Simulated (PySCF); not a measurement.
Si(H)2(OH)(SH) (H₄OSSi), SMILES O[SiH2]S. Atoms are numbered in the order given.

```xyz
7

Si    -0.7342    -0.1046     0.2487
O     -0.8255     1.5113     0.5464
S      1.1437    -0.6925    -0.5624
H     -0.9850    -0.7435     1.5539
H     -1.7054    -0.5486    -0.7774
H     -0.5710     2.1055    -0.1630
H      1.8445    -0.3599     0.5309
```
Charge 0, spin multiplicity 1.

Coordinates come from a ωB97X-D3(BJ)/def2-TZVP optimisation. Other conformers were not sampled.

Level of theory: TDA-B3LYP/def2-SVPD (PySCF).

Vertical excitations. The molecule is in vacuum.

Computed excitation energies, oscillator strengths and character:
```csv
state,energy (eV),λ (nm),f,main pairs
S1,6.10,203,0.030,"HOMO→LUMO 74 %, HOMO→LUMO+1 20 %"
S2,6.58,188,0.040,"HOMO→LUMO+1 49 %, HOMO→LUMO 23 %, HOMO→LUMO+2 21 %"
S3,6.73,184,0.033,"HOMO→LUMO+2 70 %, HOMO→LUMO+1 27 %"
S4,7.38,168,0.018,HOMO−1→LUMO 91 %
S5,7.59,163,0.009,"HOMO→LUMO+4 57 %, HOMO→LUMO+3 23 %, HOMO−1→LUMO+1 12 %"
S6,7.61,163,0.034,"HOMO→LUMO+3 42 %, HOMO→LUMO+4 36 %"
S7,7.70,161,0.050,"HOMO−1→LUMO+1 46 %, HOMO→LUMO+3 26 %, HOMO−2→LUMO 20 %"
S8,7.78,159,0.003,"HOMO−2→LUMO 67 %, HOMO−1→LUMO+1 25 %"
S9,7.92,157,0.021,HOMO→LUMO+5 84 %
S10,7.98,155,0.012,HOMO→LUMO+6 80 %
T1,5.69,218,0,"HOMO→LUMO 68 %, HOMO→LUMO+1 23 %"
T2,6.14,202,0,"HOMO→LUMO+1 60 %, HOMO→LUMO 27 %"
T3,6.34,196,0,HOMO→LUMO+2 81 %
T4,7.03,176,0,HOMO−1→LUMO 83 %
```
Triplets are in the Tamm–Dancoff approximation.
